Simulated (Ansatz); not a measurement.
BH7O2Si2 can be A, `BO[SiH2][SiH2]O`, or B, `OBO[SiH2][SiH3]`.

Program: Ansatz. Geometries: PBE0-D4/def2-TZVP. ΔE: electronic, gas phase. CCSD(T)/CBS adds triple-zeta CCSD(T) − MP2 to the extrapolated MP2 energy (def2 sets, frozen cores). Functionals use def2-TZVPP. B3LYP here is the variant with VWN-RPA as its local correlation; programs differ in this. Each species was taken in one conformer, which may not be the lowest.

Task: Which is lower in electronic energy at CCSD(T)/CBS, and by how much? (Estimate.)

Result: The calculation gave: B, by 16.4 kcal/mol.

Task: Give E(B) − E(A) in kcal/mol with B3LYP, HF/def2-TZVPP, CCSD(T)/def2-TZVPP, B3LYP-D4, BLYP-D4, MP2/def2-TZVPP, CCSD(T)/def2-SVP. (An estimate is asked.)

Result: The calculation gave: B3LYP -16.7, HF/def2-TZVPP -14.9, CCSD(T)/def2-TZVPP -17.3, B3LYP-D4 -16.7, BLYP-D4 -16.8, MP2/def2-TZVPP -16.4, CCSD(T)/def2-SVP -25.1. None reverses the order clearly.

Task: Does the order hold for the free energy at 298.15 K (harmonic terms from PBE0-D4)? (An estimate is asked.)

Result: Ansatz gave: Yes: G(B) − G(A) = -15.4 kcal/mol, for one conformer each. Modes under 60 cm⁻¹, often nearly free rotors, make the harmonic entropy too high.

Largest T1 diagnostic: 0.013.

In def2-TZVPP, CCSD(T) changes the Hartree–Fock value by −2.4 kcal/mol (the triples alone add −0.4 kcal/mol) and MP2 by −1.5 kcal/mol. Leaving LDA and LC-ωPBE aside and taking each functional with its dispersion term where it has one, the values, not all of them listed here, spread over 2.7 kcal/mol, from PBE-D4 to BHLYP-D4. LDA lies −2.9 kcal/mol from PBE without D4.
